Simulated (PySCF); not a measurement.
C₆H₅ (phenyl), optimised at PBE0/def2-TZVP:

```xyz
11

C     -1.4950     0.4336    -0.0428
C     -0.5531     1.4262    -0.0311
C      0.7805     1.0171    -0.0024
C      1.0956    -0.3352     0.0128
C      0.0938    -1.2967    -0.0003
C     -1.2470    -0.9122    -0.0290
H     -0.8165     2.4777    -0.0432
H      1.5703     1.7607     0.0080
H      2.1345    -0.6435     0.0351
H      0.3502    -2.3508     0.0117
H     -2.0414    -1.6498    -0.0396
```

Energies from PySCF (xtb for GFN2), thermal terms from the rigid-rotor harmonic-oscillator model, ideal gas at 1 bar. 6-31G* has spherical d functions here. Open shells (unrestricted): C₆H₅ (phenyl) (multiplicity 2). GFN2 has no spin-polarisation term. B3LYP is the form with VWN-RPA correlation.

Problem. List the harmonic frequencies (cm⁻¹, unscaled) at this level and at the other levels, each on its own geometry.

Solution. 
- PBE0/def2-TZVP: 400, 428, 596, 615, 680, 725, 824, 895, 961, 982, 988, 1033, 1059, 1082, 1174, 1176, 1308, 1352, 1472, 1481, 1600, 1658, 3180, 3186, 3199, 3202, 3212
- B3LYP/6-31G*: 403, 428, 601, 618, 673, 724, 817, 890, 957, 986, 987, 1024, 1060, 1083, 1187, 1187, 1319, 1343, 1478, 1490, 1594, 1647, 3177, 3183, 3197, 3200, 3209
- GFN2-xTB: 329, 391, 550, 576, 612, 710, 832, 876, 903, 909, 916, 1063, 1085, 1093, 1164, 1169, 1237, 1285, 1419, 1427, 1526, 1610, 3058, 3063, 3072, 3076, 3081
- PBE/def2-SVP: 386, 416, 574, 597, 660, 699, 786, 867, 940, 944, 973, 1002, 1025, 1043, 1127, 1128, 1249, 1352, 1423, 1425, 1546, 1611, 3099, 3104, 3114, 3116, 3131
